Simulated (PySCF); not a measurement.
A structure optimised at PBE-D3(BJ)/def2-SVP, used in a PySCF frequency run:

```xyz
11

C      1.9305     0.4526     0.1111
C      0.6970     0.2199    -0.3826
F      0.4751     0.3639    -1.7166
B     -0.5573    -0.2187     0.4607
C     -1.9750    -0.4396    -0.1607
F     -0.3616    -0.3685     1.7834
H      2.7683     0.7559    -0.5359
H      2.1037     0.3363     1.1901
H     -2.6179    -1.1056     0.4471
H     -2.4815     0.5523    -0.2070
H     -1.9220    -0.8008    -1.2063
```

Task: Write its SMILES and formula.

Result: C=C(F)B(C)F, C3H5BF2

Task: What are its rotational constants (standard atomic weights)?

Result: 4.7368, 2.9790, 1.8500 GHz
